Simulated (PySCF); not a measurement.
**UHF on Bi²⁺ (bismuth, charge +2)**

Configuration: [Xe] 4f14 5d10 6s1 6p2, high-spin 4P determinant (an excited configuration). Computed with PySCF 2.14 in aug-cc-pV5Z-PP with ECP60MDF (8s8p6d4f3g2h, 139 functions), with a scalar-relativistic core potential.

| Item | Value |
| --- | --- |
| Total energy | -212.444605 hartree |
| One-electron energy | -356.9423 hartree |
| Hartree (Coulomb) energy | 160.2215 hartree |
| Exchange energy | -15.7238 hartree |
| ⟨S²⟩ | 3.7549 |
| ⟨L²⟩ | 2.016 |
| Sum of ⟨r⟩ | 27.16 bohr |
| Sum of ⟨r²⟩ | 44.81 bohr² |
| Traceless quadrupole moment −½Σ⟨3z² − r²⟩ along its main axis | 3.11 e·bohr² |
| Time after the integrals | about 7 core-seconds |

```csv
shell,electrons,mean orbital energy (hartree),spread (hartree),"rms radius, mean of both spins (bohr)"
5s α,1,-7.40257,0,0.900
5s β,1,-7.37229,0,0.900
5p α,3,-4.97587,0.00687,1.02
5p β,3,-4.95821,0.02411,1.02
5d α,5,-2.02652,0.01622,1.31
5d β,5,-1.99645,0.03052,1.31
6s α,1,-1.41460,0,2.24
6p α,2,-0.92019,0,2.73
```

Energies and moments cover only the electrons outside the core potential. Spin-orbit coupling is strong in this species (close to jj coupling), so the high-spin LS determinant is a model state, not a physical level.
